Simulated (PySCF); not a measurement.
# How methods differ on the excitation energy of Ne²⁺

Ne²⁺ [He] 2s2 2p4 (3P) → Ne²⁺ [He] 2s1 2p5 (3P), as a difference of total energies. All numbers are calculated (PySCF 2.14, the spin-free X2C one-electron Hamiltonian (Gaussian nucleus), in x2c-QZVPPall (7s4p3d2f1g, 57 functions)). Correlated levels: valence and next inner shell: nothing frozen. The calculations carry no spin-orbit coupling.

```
                                method  excitation energy (eV)
                                   UHF                  26.638
    MP2 (valence and next inner shell)                  25.580
SCS-MP2 (valence and next inner shell)                  25.503
   CCSD (valence and next inner shell)                  25.402
CCSD(T) (valence and next inner shell)                  25.351
```

How much does correlation contribute at CCSD(T) (valence and next inner shell)?

25.351 − (26.638) = -1.287 eV, measured against UHF.
